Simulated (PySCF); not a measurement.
These 2 structures share the formula GeH8Si2. The calculation used PBE0-D3(BJ)/def2-SVP geometry optimisation, gas phase in PySCF. One conformer each; no zero-point energy, no entropy. No frequencies were run at this level. Point groups hold within 0.08 Å.

Task: Rank from lowest to highest electronic energy at this level (kcal/mol).
A. Ge(SiH3)2H2 (`[H][Ge]([H])([SiH3])[SiH3]`)
B. `[SiH3][SiH2][GeH3]`

Result: A (0.0), B (2.4).

Neighbours under 2.5 kcal/mol apart ([H][Ge]([H])([SiH3])[SiH3] and [SiH3][SiH2][GeH3]) can change places with a better method, another conformer or zero-point energy.

```tsv
SMILES	E (Eh)	E rel (kcal/mol)	dipole (D)	point group	A, B, C (MHz)
[H][Ge]([H])([SiH3])[SiH3]	-2659.83672	0.0	0.06	near C2v	6020, 1958, 1561
[SiH3][SiH2][GeH3]	-2659.83289	2.4	0.07	near Cs	8313, 1353, 1215
```

Task: How do the relative energies change in single points at CAM-B3LYP/def2-SVPD (no added dispersion term) on the same geometries?

Result: 
```
                    SMILES  PBE0-D3(BJ)/def2-SVP (kcal/mol)  CAM-B3LYP/def2-SVPD (kcal/mol)  shift
[H][Ge]([H])([SiH3])[SiH3]                              0.0                             0.0    0.0
        [SiH3][SiH2][GeH3]                              2.4                             3.0   +0.6
```

Each column counts from its own lowest isomer. The order is unchanged; the largest shift is 0.6 kcal/mol.

Task: As an exercise, what shares would exp(−E/RT) give at 1000 K from these electronic energies alone (no entropy, no degeneracies)?

Result: RT = 1.987 kcal/mol: [H][Ge]([H])([SiH3])[SiH3] 77.0 %, [SiH3][SiH2][GeH3] 23.0 %.
